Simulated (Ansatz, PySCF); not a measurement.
Gas-phase reaction (SMILES): O[Si](O)(Br)Br -> O[Si](Br)Br + [OH] (HO); the O-Si bond at the site shown breaks (other sites are not compared here).

Structures are relaxed separately at B3LYP-D3(BJ)/def2-TZVP in Ansatz (a first-principles code), one conformer each, not searched for the lowest. Correlated levels leave the core frozen unless marked. Open shells are spin-unrestricted. Spin-orbit coupling is left out. Frozen are the shells of the preceding noble gas and the d and f shells that filled before the atom's block. No relativistic terms. Basis-set limits of correlation are two-point, X^-3; Hartree-Fock from the larger set. The bracket is a focal-point correction in the basis named. Thermal terms are rigid-rotor harmonic-oscillator values from B3LYP-D3(BJ) frequencies (Ansatz or PySCF) at 298.15 K and 1 atm. 1 Eh = 627.5095 kcal/mol.

```
species         E, RI-MP2/CBS(def2-TZVPP,def2-QZVPP)+[CCSD(T)-MP2]/def2-TZVPP (Ansatz) (Eh)  E, wB97X-V/def2-TZVPD (Ansatz) (Eh)  H - E (Eh)
--------------  ---------------------------------------------------------------------------  -----------------------------------  ----------
O[Si](O)(Br)Br                                                                  -5586.20070                          -5589.17905     0.03940
O[Si](Br)Br                                                                     -5510.30932                          -5513.23022     0.02301
[OH] (HO)                                                                         -75.67691                            -75.73938     0.01169
```

Work out ΔE and ΔH at 298.15 K at the first level, then ΔH at the second.


1. ΔE = [(-5510.30932) + (-75.67691)] - [(-5586.20070)] = 0.21447 Eh = 134.6 kcal/mol at RI-MP2/CBS(def2-TZVPP,def2-QZVPP)+[CCSD(T)-MP2]/def2-TZVPP.
2. The terms H - E add up to -0.00470 Eh, so ΔH = (0.21447 + (-0.00470))×627.5095 = 131.6 kcal/mol.
3. At wB97X-V/def2-TZVPD the same steps give ΔE = 131.4 and ΔH = 128.5 kcal/mol, a shift of -3.1 from the first level.
4. These values are not checked against measurement here, since the tables used lack a sound gas-phase enthalpy of formation for at least one species.
